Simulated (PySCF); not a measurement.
C₂H₂F, SMILES [CH]=CF, multiplicity 2. Geometry optimised at PBE-D3(BJ)/def2-TZVP. The isomer is the one that the SMILES or the coordinates give; other isomers of the formula were not compared.

All values below come from PBE-D3(BJ)/def2-TZVP (PySCF).

Harmonic wavenumbers (cm⁻¹): 406, 609, 738, 841, 992, 1253, 1624, 3105, 3252. Rotational constants (GHz): 69.72, 11.25, 9.688; symmetry number 1.

### Question
Work out the zero-point energy and the ideal-gas rigid-rotor harmonic-oscillator thermochemistry at 298.15 K and 1 atm.

### Answer
ZPE = ½ Σ hcν = ½ × 12819 cm⁻¹ = 18.33 kcal/mol. H − E(el) = 21.12 kcal/mol. Entropy in cal/(mol K): translation 37.34, rotation 21.27, vibration 1.95, spin 1.38, total 61.94. G − E(el) = 2.65 kcal/mol. Cp = 12.37 cal/(mol K).
